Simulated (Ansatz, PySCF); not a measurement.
CH7ClN2Si, SMILES Cl[Si@@H](CN)N. Atoms are numbered in the order given.

```xyz
12

N     -2.2618    -1.2409     0.7272
C     -1.5730    -0.3451    -0.1963
Si     0.1721     0.0821     0.3593
N      1.0535    -1.3886     0.5291
Cl     1.0081     1.4220    -1.0173
H     -2.4280    -0.7733     1.6168
H     -1.6661    -2.0397     0.9420
H     -2.1627     0.5760    -0.3365
H     -1.5306    -0.8043    -1.2009
H      0.2049     0.7466     1.6922
H      1.8868    -1.4008     1.1076
H      1.1795    -1.9879    -0.2808
```

Coordinates come from a PBE0-D3(BJ)/def2-SVP optimisation. The structure was generated by enumeration; whether it is a known compound was not checked. One conformer was computed; it need not be the lowest.

Two levels are set side by side: PBE-D3(BJ)/def2-SVP (Ansatz, an electronic-structure program) and PBE0-D3(BJ)/def2-SVP (Ansatz). Each level has its own optimised geometry; the coordinates shown are those of the second. Frequencies come from the Hessian of PySCF at each geometry. Differences are taken from unrounded values.

```tsv
quantity	PBE0-D3(BJ)
mean bond length (Å)	1.357
bond N1–C2 (Å)	1.459
bond C2–Si3 (Å)	1.881
bond Si3–N4 (Å)	1.723
bond Si3–Cl5 (Å)	2.095
bond N1–H6 (Å)	1.019
bond N1–H7 (Å)	1.019
bond C2–H8 (Å)	1.103
bond C2–H9 (Å)	1.105
bond Si3–H10 (Å)	1.490
bond N4–H11 (Å)	1.014
bond N4–H12 (Å)	1.015
highest harmonic wavenumber (cm⁻¹)	3697
mean harmonic wavenumber (cm⁻¹)	1351
zero-point energy (kcal/mol)	57.93
```

What does PBE-D3(BJ) give, and how far is it from PBE0-D3(BJ)? (Estimate from the structure and the level; the computed values follow.)


| quantity | PBE-D3(BJ) | PBE-D3(BJ) minus PBE0-D3(BJ) |
|---|---|---|
| mean bond length (Å) | 1.368 | 0.012 |
| bond N1–C2 (Å) | 1.471 | 0.012 |
| bond C2–Si3 (Å) | 1.895 | 0.014 |
| bond Si3–N4 (Å) | 1.740 | 0.017 |
| bond Si3–Cl5 (Å) | 2.113 | 0.018 |
| bond N1–H6 (Å) | 1.029 | 0.010 |
| bond N1–H7 (Å) | 1.030 | 0.011 |
| bond C2–H8 (Å) | 1.111 | 0.008 |
| bond C2–H9 (Å) | 1.114 | 0.008 |
| bond Si3–H10 (Å) | 1.501 | 0.012 |
| bond N4–H11 (Å) | 1.024 | 0.009 |
| bond N4–H12 (Å) | 1.025 | 0.010 |
| highest harmonic wavenumber (cm⁻¹) | 3568 | -129 |
| mean harmonic wavenumber (cm⁻¹) | 1306 | -45 |
| zero-point energy (kcal/mol) | 56.03 | -1.91 |

GGA bonds tend to be longer and softer than those of functionals with exact exchange. Differences between two approximate levels are no errors against the true value.
